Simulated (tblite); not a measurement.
Run record: tight-binding relaxation, `C=CC#[C][GeH2][C](=C)[GeH3]`.

Computed with GFN2-xTB geometry optimisation, gas phase (tblite 0.8.0). Start geometry: from a force field or distance geometry. A driver script takes a list of jobs; this job's settings line and coordinates (Å) are shown.

Command:
```bash
OMP_NUM_THREADS=1 python probes_run.py task.json out
```

Input:
```
{"job": {"kind": "relax", "xc": "GFN2-xTB", "basis": "xTB"}, "charge": 0, "multiplicity": 1}
C     -4.291400    -0.637700     0.321900
C     -3.522900     0.309300     0.862300
C     -2.191600     0.524400     0.296000
C     -1.100900     0.705700    -0.185500
Ge     0.627600     0.952600    -0.907700
C      1.823400    -0.265800    -0.075800
C      1.522200    -1.531200     0.191200
Ge     3.578500     0.388300     0.414700
H     -5.288500    -0.837600     0.726300
H     -3.910200    -1.186700    -0.529600
H     -3.867500     0.873900     1.719700
H      1.058800     2.391700    -0.528900
H      0.659500     0.708400    -2.427400
H      2.299900    -2.133500     0.677900
H      0.568400    -1.968300    -0.039100
H      3.378000     1.864800     0.866500
H      4.560800     0.348300    -0.759900
H      4.087100    -0.500200     1.571500
```

Output:
```
step      E/eV     max force
  0    -588.27389    2.097
  1    -588.34345    2.689
  2    -588.41397    0.865
  3    -588.45047    0.459
  4    -588.47675    0.432
  5    -588.49344    0.310
  6    -588.50729    0.239
  7    -588.51496    0.210
  8    -588.52176    0.213
  9    -588.52811    0.268
... (152 lines left out)
162    -588.60558    0.027
163    -588.60565    0.019
164    -588.60570    0.014
165    -588.60574    0.013
166    -588.60578    0.017
167    -588.60581    0.017
168    -588.60585    0.013
169    -588.60589    0.013
170    -588.60592    0.012
171    -588.60593    0.009
```

«max force» is the largest atomic force in eV/Å.

Problem. From which step on does the largest force stay under 0.1 eV/Å, and how much energy is left to gain from there?

Solution. From step 143 (0.054 eV/Å), 4.7 meV above the end.

Summary of the converged run: energy lowered by 7.7 kcal/mol over 171 steps; largest atomic force 0.009 eV/Å at the end.

The run took 1.2 s wall on Arm Neoverse V2, one thread, no GPU, shared host.
Labels such as C1 count atoms from 1, the log's own numbers from 0.
